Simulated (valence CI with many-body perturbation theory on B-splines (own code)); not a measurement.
Values are calculated unless marked as measured or tabulated.
# Ladder of approximations for Ca⁷⁺

Method: relativistic CI+MBPT: three valence electrons over a frozen Dirac-Fock core [Ne], radial functions for each j: 11 s, 11 p, 9 d, 7 f, 5 g, 2 h, 1 i, with the one-electron correlation potential Σ1 (screened to all orders), the two-electron term Σ2, the three-electron term Σ3, Breit, model QED; selected single and double excitations, second order for the rest, scaled by the run's own slope (own B-spline code, finite nucleus).

No measured levels were compared; by estimate levels hold to about 100 cm⁻¹ or 0.05 % of their energy and the worst to 300 or 400 cm⁻¹, as in measured light ions of charge 2 to 7.

Each rung adds one term. CI alone is the Dirac-Coulomb CI over the frozen core; QED comes last and gives the full result, which names the levels. Energies are above 3s2 3p 2P°_1/2 on the same rung, in eV.

Names give the largest LS component (configuration and term), which can be under half, so a name can repeat, a term be missing and a line seem to break the LS rules; names also repeat where a configuration has a term twice.

```
           Level  CI alone    + Σ1    + Σ2    + Σ3  + Breit    Full
  3s2 3p 2P°_3/2     0.545   0.551   0.553   0.553    0.533   0.535
   3s 3p2 4P_1/2    15.990  15.968  16.099  16.107   16.111  16.089
   3s 3p2 4P_3/2    16.190  16.171  16.303  16.310   16.307  16.286
   3s 3p2 4P_5/2    16.492  16.476  16.609  16.616   16.600  16.579
   3s 3p2 2D_3/2    21.263  21.255  21.298  21.303   21.291  21.273
   3s 3p2 2D_5/2    21.298  21.292  21.334  21.339   21.322  21.304
   3s 3p2 2S_1/2    27.037  27.040  26.910  26.902   26.895  26.874
   3s 3p2 2P_1/2    29.050  29.054  28.700  28.696   28.691  28.669
   3s 3p2 2P_3/2    29.382  29.389  29.031  29.026   29.010  28.989
   3s2 3d 2D_3/2    35.349  35.359  35.067  35.044   35.008  35.007
   3s2 3d 2D_5/2    35.380  35.392  35.100  35.078   35.035  35.034
     3p3 2D°_3/2    41.626  41.602  41.670  41.685   41.671  41.635
     3p3 2D°_5/2    41.686  41.663  41.732  41.746   41.728  41.692
     3p3 4S°_3/2    43.202  43.180  42.958  42.963   42.959  42.915
     3p3 2P°_1/2    46.953  46.943  46.822  46.822   46.809  46.771
3s 3p 3d 4F°_3/2    46.761  46.739  46.821  46.819   46.795  46.773
     3p3 2P°_3/2    46.970  46.960  46.844  46.844   46.828  46.791
3s 3p 3d 4F°_5/2    46.877  46.857  46.940  46.938   46.907  46.886
3s 3p 3d 4F°_7/2    47.042  47.025  47.108  47.106   47.065  47.045
```

Q: How does the ionisation energy move along the ladder, and which term matters most?

A: CI alone 147.53, + Σ1 148.05, + Σ2 147.87, + Σ3 147.85, + Breit 147.80, + QED 147.81 eV. The largest step is Σ1, 0.52 eV. NIST lists 147.24 ± 0.12 eV (measured), further off than its uncertainty and the later steps.
